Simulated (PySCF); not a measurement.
Structure problem from calculated spectra and properties.

Formula: C5H13NSi.

- UV, first state: lowest singlet excitation: 5.87 eV (211 nm, f = 0.003) [TDDFT PBE0/def2-SVPD]
- NMR, other nuclei: isotropic shieldings of nuclei other than C and H, by class: 233 (1 N), 353 (1 Si) ppm [GIAO PBE0/pcSseg-1]
- Triplet: lowest triplet excitation (Tamm–Dancoff): 5.63 eV [TDA PBE0/def2-SVPD]
- Polarisability: 91.3 au [PBE0/def2-SVPD]
- Rotational structure: rotational constants A, B, C: 4.330, 1.366, 1.188 GHz [GFN2-xTB]
- 13C NMR: chemical shifts (computed TMS as zero) by class: 50.3 (1 C), 28.6 (1 C), 12.7 (1 C), 11.3 (1 C), 9.6 (1 C) ppm [GIAO PBE0/pcSseg-1]
- Dipole: 0.41 D [PBE0/def2-SVPD]

The electronic properties come from PySCF, for the isolated species, density fitting. Levels stand in brackets. NMR shifts are as computed; neighbouring signals can stand in another order in a measured spectrum. Geometry: GFN2-xTB, one conformer, isolated molecule. Each NMR value is the plain mean over a class of atoms that symmetry, rotation or inversion makes alike.

Task: What is the compound? Reason from the data.

Result: Numbering: `[CH3:1][CH2:2][Si@@H:3]1[CH2:4][CH2:5][CH2:6][NH:7]1`. Its formula, C5H13NSi, gives 1 degree of unsaturation: 1 ring and 0 π bonds in the structure found. 5 carbons fall into 5 classes; from least to most shielded: ring sp3 carbon bound to nitrogen [C6] (50.3 ppm), ring CH2 carbon [C5] (28.6 ppm), chain sp3 carbon bound to silicon [C2] (12.7 ppm), ring sp3 carbon bound to silicon [C4] (11.3 ppm), methyl carbon [C1] (9.6 ppm). The other shieldings belong to: 233 ppm, silicon-bound nitrogen [N7]; 353 ppm, SiH silicon [Si3]. The optimised geometry has point group C1 and is an asymmetric top. Structure: `CC[Si@@H]1CCCN1`. Computed isomers that give other values at the same levels: `C/C=C(/[SiH3])N(C)C` (13C chemical shifts (computed TMS as zero) by class: 154.5 (1 C), 143.6 (1 C), 45.7 (2 C), 16.6 (1 C) ppm); `C=C[Si@H](CC)NC` (13C chemical shifts (computed TMS as zero) by class: 146.9 (1 C), 145.3 (1 C), 32.2 (1 C), 9.1 (1 C), 8.7 (1 C) ppm); `C[C@@H]1CCN([SiH3])C1` (13C chemical shifts (computed TMS as zero) by class: 59.9 (1 C), 50.1 (1 C), 37.8 (1 C), 35.4 (1 C), 23.6 (1 C) ppm). The assignments are read from this structure; whether some other isomer fits the data as well wasn't checked. The mirror image fits equally.
